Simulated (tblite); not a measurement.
Isomers of C6H10O2Si2. Level: GFN2-xTB in tblite, geometry and Hessian alike; calculated harmonic values, unscaled, isolated species. Errors from tens to a few hundred cm⁻¹ against measured bands are possible. Modes of hydrogen on silicon can be 10 to 20 % off. One conformer each.

Electronic energies: GFN2-xTB at the same geometries; isomer energies are rough at this level and their order can be wrong.

| SMILES | electronic energy, lowest = 0 (kcal/mol) |
| --- | --- |
| [SiH3]O[SiH2]Oc1ccccc1 | 0.0 |
| C#C[SiH2][Si@H]1C[C@@H](C(=O)O)C1 | 164.2 |
| [SiH3]Oc1ccccc1O[SiH3] | 26.7 |

Task: How do GFN2-xTB zero-point energies change the relative energies?

Result: 
| SMILES | ZPE (kcal/mol) | of it from modes above 1550 cm⁻¹ | electronic (kcal/mol) | with ZPE, lowest = 0 (kcal/mol) | lowest mode (cm⁻¹) | rings |
| --- | --- | --- | --- | --- | --- | --- |
| [SiH3]O[SiH2]Oc1ccccc1 | 85.9 | 42.9 | 0.0 | 0.0 | 15i | 1 |
| [SiH3]Oc1ccccc1O[SiH3] | 84.8 | 41.8 | 26.7 | 25.5 | 52 | 1 |
| C#C[SiH2][Si@H]1C[C@@H](C(=O)O)C1 | 87.1 | 46.1 | 164.2 | 165.3 | 32 | 1 |

The zero-point energies span 2.3 kcal/mol, from `[SiH3]Oc1ccccc1O[SiH3]` to `C#C[SiH2][Si@H]1C[C@@H](C(=O)O)C1`. Slightly imaginary modes are left out of the zero-point energy: `[SiH3]O[SiH2]Oc1ccccc1` 14.7i cm⁻¹. The order is unchanged.
